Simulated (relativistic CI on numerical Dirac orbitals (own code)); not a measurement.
## Hyperfine structure of Rh4+, mass number 103

Method of calculation: Dirac-Coulomb-Breit CI, orbitals from a KLI potential per configuration, model QED (radiative potential, 1s self-energy scaled to tabulated hydrogen-like ionisation energies), valence Slater integrals scaled by 0.85, P86 correlation energy added to each configuration (own radial code, finite nucleus).

Configuration list (outside the closed core [Ar] 3d10): 4s²4p⁶4d⁵, 4s²4p⁶4d⁴5s, 4s²4p⁶4d⁴4f, 4s²4p⁶4d⁴5p, 4s²4p⁵4d⁶, 4s²4p⁶4d⁴5d, 4s²4p⁶4d⁴6s, 4s²4p⁶4d⁴6p, 4s²4p⁶4d³5s5p, 4s²4p⁶4d⁴6d, 4s²4p⁶4d⁴5f, 4s²4p⁶4d⁴5g, 4s4p⁶4d⁶, 4s²4p⁶4d³5s², 4s²4p⁶4d²4f5s², 4s²4p⁶4d²5s²5p, 4s²4p⁶4d²5s²5d, 4s²4p⁶4d²5s²6s. Double excitations out of closed p, d and f shells are left out; levels of such configurations are missing from the list, as are those of other unlisted configurations, and high levels can miss mixing partners.

Nuclear spin I = 1/2, μ = -0.08829 μN (tables of Stone and Pyykkö). The electronic factors are computed for point nuclear moments, without core polarisation; leaving it out makes A of s and p electrons in near-neutral atoms 20 to 40 % too small, and it can dominate for d and f shells.

```tsv
Level	E (cm⁻¹)	A (MHz)
4s²4p⁶4d⁵ ⁴G5/2	25084.6	-151
4s²4p⁶4d⁵ ⁴G7/2	25478.0	-118.7
4s²4p⁶4d⁵ ⁴G11/2	25610.1	-117.6
4s²4p⁶4d⁵ ⁴G9/2	25710.0	-111.7
4s²4p⁶4d⁵ ⁴P5/2	27574.5	-58.77
4s²4p⁶4d⁵ ⁴P3/2	28202.0	-98.52
4s²4p⁶4d⁵ ⁴P1/2	29066.1	37.51
4s²4p⁶4d⁵ ⁴D7/2	30812.2	-73.77
```

Levels with J = 0, under 50 % of one LS term, or S terms without an open s electron are left out. Small factors come from cancelling terms and can be off by tens of per cent or more.

At this charge configurations can still be misplaced by up to about 7 % of their energy.

Q: Give the hyperfine levels of 4s²4p⁶4d⁵ ⁴G5/2 relative to its centre of gravity.

A: With K = F(F + 1) − I(I + 1) − J(J + 1), E = AK/2: F = 2: 264.3, F = 3: -188.8 MHz.

LS names give the leading component of a level, which can be under half, so a name can repeat, a term be missing and a line seem to break the LS rules.
